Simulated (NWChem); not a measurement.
Species: C2H3ClFNSi; SMILES C(C#N)[Si@H](Cl)F

```xyz
9

N      0.0408    -3.3821    -0.1833
C      0.3906    -2.3214     0.1221
C      0.7984    -0.9741     0.4666
Si    -0.2813     0.3337    -0.3509
F     -1.7527     0.2587     0.3071
Cl     0.5359     2.1590     0.0952
H      0.7540    -0.8285     1.5591
H      1.8441    -0.8079     0.1578
H     -0.3996     0.1656    -1.8139
```
Atoms are numbered in this order, from 1.

Computed with NWChem. The geometry was optimised at PBE0/def2-SVP. B3LYP is NWChem's, with the RPA form of VWN correlation. Atomic charges in e: unrestrained fits to the electrostatic potential beside Mulliken populations; buried atoms are poorly determined by the fit.

Task: What does the run give for B3LYP/def2-SVP? Quantities: ESP N1; Mulliken N1; ESP C2; Mulliken C2; ESP C3; Mulliken C3; ESP Si4; Mulliken Si4; ESP F5; Mulliken F5; relative RMS misfit of the potential (%).

Result: 
```yaml
ESP N1: -0.45
Mulliken N1: 0.06
ESP C2: 0.36
Mulliken C2: -0.25
ESP C3: -0.25
Mulliken C3: -0.18
ESP Si4: 0.71
Mulliken Si4: 0.81
ESP F5: -0.28
Mulliken F5: -0.31
relative RMS misfit of the potential (%): 19
```
